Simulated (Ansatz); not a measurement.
System: C4H2BrSe (charge 0, doublet). It need not be the lowest isomer of its formula. SMILES: Brc1[c][se]cc1
Geometry: optimised at B3LYP-D3(BJ)/def2-TZVP (Ansatz, a quantum-chemistry and plane-wave program).

Parts of the frozen-core correlation energy in 6-31G (Ansatz, hartree). Frozen orbitals: 32; correlated occupied orbitals by spin: 16 and 15; virtual: 50 and 51. Open shells are spin-unrestricted. No spin-orbit coupling. Non-relativistic.

| term | value |
|---|---|
| reference (HF) | -5124.00993 |
| MP2 opposite-spin | -0.29220 |
| MP2 same-spin | (withheld) |
| CCSD correlation | (withheld) |
| (T) | (withheld) |
| T1 diagnostic | 0.045 |
| largest doubles amplitude | 0.086 |
| <S^2> of the reference | 1.287 |

Complete the blanks.


- MP2 same-spin, value: -0.10398
- CCSD correlation, value: -0.45790
- (T), value: -0.01864
